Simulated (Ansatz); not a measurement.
`[SiH3][Ge]([SiH3])([Cl])[Cl]` + `CBN(C)C` → `CBN(C)[SiH3]` + `[CH3][Ge]([SiH3])([Cl])[Cl]` at 700 K and 1 bar (redistribution).

Program: Ansatz. Geometries: PBE0-D4/def2-TZVP. ΔE: electronic, gas phase. CBS: MP2 limit from def2 TZ/QZ plus the TZ coupled-cluster correction, frozen cores. For Ge outer-core shells are correlated without core-valence functions, which leaves a few kJ/mol of doubt a bond. Scalar relativity is left out up to krypton. Each species was taken in one conformer, which may not be the lowest.

```
                       species  CCSD(T)/CBS energy (Eh)  H − E (kJ/mol)  S (J/(mol·K))
`[SiH3][Ge]([SiH3])([Cl])[Cl]`              -3577.52379           240.6          579.4
                     `CBN(C)C`               -199.71235           436.6          470.7
                `CBN(C)[SiH3]`               -450.75391           410.8          517.6
 `[CH3][Ge]([SiH3])([Cl])[Cl]`              -3326.51325           263.8          548.5
```

H − E and S are ideal-gas, rigid-rotor, harmonic terms from PBE0-D4/def2-TZVP, for one conformer and one mirror image of each species. 1 Eh = 2625.50 kJ/mol, R = 8.31446 J/(mol·K).

**Question.** By hand: ΔE, ΔH, ΔS and ΔG.

**Answer.** ΔE = (-450.75391) + (-3326.51325) − (-3577.52379) − (-199.71235) = -0.03102 Eh = -81.4 kJ/mol. Δ(H − E) = 410.8 + 263.8 − 240.6 − 436.6 = -2.6, so ΔH = -84.0 kJ/mol. ΔS = 517.6 + 548.5 − 579.4 − 470.7 = 16.0 J/(mol·K). ΔG = -84.0 − 700 × (16.0)/1000 = -95.2 kJ/mol.

**Question.** By hand: the equilibrium constant, and the temperature at which ΔG would vanish if ΔH and ΔS stayed fixed.

**Answer.** log₁₀ K = −ΔG/(RT ln 10) = 7.1. ΔH and −TΔS have one sign here, so there is no such temperature.

ΔH outweighs TΔS. A doubt of 5 kJ/mol in ΔE shifts log₁₀ K by 0.4 here. Other conformers and mirror images would add mixing entropy, several J/(mol·K) or more a flexible species. These are equilibria of isolated gas molecules and say nothing of rates. Largest T1 diagnostic: 0.012 (customary marks: 0.02 for closed shells, 0.045 for open ones).
